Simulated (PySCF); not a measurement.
Spinor energies of Al (aluminium, neutral)

Start: [Ne] 3s2 3p1; 3p1/2 filled at m_j = +1/2. Calculated with PySCF 2.14 in x2c-QZVPPall-2c: generalised Hartree-Fock with the X2C-1e Hamiltonian and a Gaussian nucleus; one run each with spin-orbit coupling (SO) switched off, then screened by Boettger's factors.

| spinor shell | electrons | ε, spin-free (eV) | ε, screened SO (eV) | weight of nominal j (screened SO) | rms radius, screened SO (bohr) |
| --- | --- | --- | --- | --- | --- |
| 1s1/2 | 2 | -1595.1 | -1595.1 | 1.000 | 0.139 |
| 2s1/2 | 2 | -134.05 | -134.04 | 1.000 | 0.676 |
| 2p1/2 | 2 | -87.466 | -87.897 | 0.987 | 0.672 |
| 3s1/2 | 2 | -10.767 | -10.763 | 0.993 | 2.81 |
| 3p1/2 | 1 | -6.026 | -6.036 | 0.915 | 3.67 |

**Question.** Where does 2p3/2 lie, and what is the 2p spin-orbit splitting (screened SO)?

**Answer.** At -87.238 eV, 0.659 eV above 2p1/2.

```tsv
quantity	spin-free	screened SO
E (hartree)	-242.31883	-242.31926
M_J	1/2	1/2
⟨J²⟩	1.064	1.037
⟨L²⟩	2.089	2.089
⟨S²⟩	0.780	0.780
```

Each row is a mean over spinors that exchange with the open shell spreads, by up to 0.427 eV (3s1/2).

⟨J²⟩ departs a little from M_J(M_J + 1) because the unrestricted spinors polarise the closed shells.

Without spin-orbit coupling the j labels of p, d and f shells carry no meaning; the spin-free column gives the mean over the occupied spinors of each nl shell, and its ⟨J²⟩ belongs to a mixture of degenerate components.
